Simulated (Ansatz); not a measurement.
Gas-phase electronic energies from Ansatz, PBE0-D4/def2-TZVP geometries. CCSD(T)/CBS adds triple-zeta CCSD(T) − MP2 to the extrapolated MP2 energy (def2 sets, frozen cores). DFT in def2-TZVPP. def2 core potentials past Kr. For Br, I outer-core shells are correlated without core-valence functions, which leaves a few kJ/mol of doubt a bond. Scalar relativity is left out up to krypton.

Reaction (ligand exchange at the Si–I bond): `I[SiH]1BC1` + HBr → `Br[SiH]1BC1` + HI

| level | ΔE (kJ/mol) | difference from CCSD(T)/CBS |
| --- | --- | --- |
| LDA (SPW92) | -4.7 | -1.7 |
| r2SCANh-D4 | -5.2 | -2.2 |
| ωB97M-V | -8.2 | -5.2 |
| B2PLYP | -6.5 | -3.5 |
| revPBE | -4.1 | -1.1 |
| r2SCAN | -5.5 | -2.5 |
| PBE0 | -4.7 | -1.7 |
| r2SCANh | -5.5 | -2.5 |
| MP2/def2-TZVPP | -2.6 | 0.4 |
| CCSD(T)/def2-TZVPP | -6.4 | -3.4 |
| CCSD(T)/CBS | -3.0 | 0 |

Largest T1 diagnostic among the species: 0.011.

Leaving LDA and LC-ωPBE aside and taking each functional with its dispersion term where it has one, the values, not all of them listed here, spread over 5.9 kJ/mol, from B97M-V to PBE-D4. In def2-TZVPP, CCSD(T) changes the Hartree–Fock value by +4.1 kJ/mol (the triples alone add +1.5 kJ/mol) and MP2 by +7.9 kJ/mol.
